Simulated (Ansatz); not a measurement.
Computed with Ansatz on PBE0-D4/def2-TZVP structures; ΔE is electronic, products minus reactants. CCSD(T)/CBS adds triple-zeta CCSD(T) − MP2 to the extrapolated MP2 energy (def2 sets, frozen cores). DFT in def2-TZVPP. B3LYP here is the variant with VWN-RPA as its local correlation; programs differ in this. One conformer a species, not always the lowest.

Reaction (substitution at a C–B bond): `CB1O[SiH2]1` + `OC1(O)BC1` → `COC1(O)BC1` + `B1O[SiH2]1`

`CB1O[SiH2]1`:

Z-matrix (Å, degrees):
```
C
B 1 1.546
H 1 1.093 2 112.2
H 1 1.094 2 110.2 3 -121.6
H 1 1.094 2 110.2 3 121.6
O 2 1.346 1 133.7 3 -0.1
Si 2 1.908 1 164.1 3 -179.9
H 7 1.484 2 124.7 1 95.6
H 7 1.484 2 124.7 1 -95.8
```

`OC1(O)BC1`:

Cartesian coordinates in Å:
```
O -0.213 -0.964 1.343
C 0.089 -0.374 0.131
O 0.194 -1.258 -0.947
B 0.923 0.912 0.002
C -0.590 0.925 -0.263
H -1.118 -1.297 1.292
H 0.959 -1.821 -0.785
H 1.965 1.473 -0.044
H -1.201 1.355 0.529
H -1.007 1.048 -1.259
```

`COC1(O)BC1`:

```xyz
13

C    -0.299    1.805    0.605
O     0.594    0.839    0.084
C     0.081   -0.454    0.105
O    -0.161   -0.974    1.364
B    -0.734   -0.853   -1.140
C     0.709   -1.342   -0.953
H    -1.238    1.817    0.041
H     0.194    2.773    0.511
H    -0.523    1.609    1.657
H     0.693   -1.143    1.782
H    -1.673   -0.732   -1.851
H     0.832   -2.377   -0.637
H     1.525   -0.969   -1.567
```

`B1O[SiH2]1`:

```xyz
6

B    -0.615    0.101   -0.970
O    -0.729    0.859    0.129
Si    0.538   -0.299    0.485
H    -1.195    0.125   -2.008
H     0.169   -1.165    1.629
H     1.831    0.380    0.735
```

```csv
level,ΔE (kcal/mol)
r2SCAN-D4,25.0
B3LYP-D4,23.5
ωB97X-V,23.1
PBE,25.3
r2SCAN,25.1
PBE0,25.6
CCSD/def2-TZVPP,23.7
CCSD(T)/def2-TZVPP,23.6
```

Problem. What does CCSD(T)/CBS give? (An estimate is asked.)

Solution. Ansatz gave: +24.0 kcal/mol. The listed levels differ from it by 1.0, -0.5, -0.9, 1.3, 1.1, 1.6, -0.3, -0.4 kcal/mol.

Largest T1 diagnostic among the species: 0.017.

In def2-TZVPP, CCSD(T) changes the Hartree–Fock value by +1.3 kcal/mol (the triples alone add −0.1 kcal/mol) and MP2 by +2.5 kcal/mol.
